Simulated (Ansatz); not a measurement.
Species: C3H8Si, SMILES `C=[SiH]CC` (C–Si–C–C torsion 1°) (charge 0, multiplicity 1).

Task: Give a relaxed geometry from PBE0-D3(BJ)/def2-TZVP (Ansatz, an electronic-structure program).

Result: Several could match; the one computed here: the end point of this relaxation, one of several conformers (outside a Z-matrix the atoms follow the SMILES, hydrogens last).
Z-matrix (Å, degrees):
```
C
H 1 1.0961
H 1 1.0962 2 105.33
C 1 1.5246 2 110.83 3 119.88
H 4 1.0920 1 111.28 2 -178.55
H 4 1.0920 5 107.34 1 121.96
H 4 1.0924 5 107.78 6 115.89
Si 1 1.8669 2 107.87 3 -114.98
C 8 1.6994 1 124.54 2 -124.59
H 9 1.0838 8 121.73 1 -179.98
H 9 1.0839 10 115.47 8 179.99
H 8 1.4830 9 120.85 10 -0.04
```
